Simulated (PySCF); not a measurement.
## AlCu⁺: frontier orbitals

BLYP at R = 2.458 Å; PySCF, no relativity, basis sets Al def2-TZVPPD, Cu def2-TZVPPD. State: ²Σ⁺ (doublet), unpaired electrons σ ↑. Only the outer orbitals are listed, counted within each symmetry.

| spin | orbital | occ. | ε (eV) | on Al (%) | main shells (%) |
| --- | --- | --- | --- | --- | --- |
| α | 9σ | 1 | -14.41 | 67 | 67 Al s, 18 Cu s, 8 Cu d |
| α | 4π | 1 | -11.93 | 2 | 98 Cu d |
| α | 4π | 1 | -11.93 | 2 | 98 Cu d |
| α | 10σ | 1 | -11.89 | 11 | 88 Cu d |
| α | 1δ | 1 | -11.67 | 0 | 100 Cu d |
| α | 1δ | 1 | -11.67 | 0 | 100 Cu d |
| α | 11σ | 1 | -10.47 | 32 | 68 Cu s, 22 Al p, 12 Al s |
| α | 5π | 0 | -8.24 | 87 | 86 Al p, 11 Cu p |
| α | 5π | 0 | -8.24 | 87 | 86 Al p, 11 Cu p |
| α | 12σ | 0 | -7.32 | 35 | 36 Al p, 33 Cu s, 30 Cu p |
| β | 9σ | 1 | -14.10 | 66 | 65 Al s, 17 Cu s, 10 Cu d |
| β | 4π | 1 | -11.84 | 2 | 98 Cu d |
| β | 4π | 1 | -11.84 | 2 | 98 Cu d |
| β | 10σ | 1 | -11.73 | 10 | 88 Cu d, 9 Al s |
| β | 1δ | 1 | -11.58 | 0 | 100 Cu d |
| β | 1δ | 1 | -11.58 | 0 | 100 Cu d |
| β | 11σ | 0 | -9.79 | 32 | 70 Cu s, 18 Al p, 15 Al s |
| β | 5π | 0 | -8.04 | 89 | 88 Al p, 9 Cu p |
| β | 5π | 0 | -8.04 | 89 | 88 Al p, 9 Cu p |

Problem. Which are the highest filled and the lowest empty level, where do they sit, and how wide is the gap?

Solution. Highest filled α 11σ at -10.47 eV (in %: 68 Cu s, 22 Al p, 12 Al s); lowest empty β 11σ at -9.79 eV (in %: 70 Cu s, 18 Al p, 15 Al s); the gap at BLYP is 0.68 eV.

```json
{
 "bond order (Mayer)": "0.86",
 "⟨S²⟩": "0.754",
 "charge on Al (Mulliken, basis-dependent)": "1.06",
 "charge on Al (Löwdin, basis-dependent)": "0.82",
 "dipole moment (positive dipole points towards Cu; it is taken about the centre of mass and depends on that origin)": "-3.61 D"
}
```

With d or f electrons several states lie close, and the lowest PBE0 determinant need not be the measured ground state.
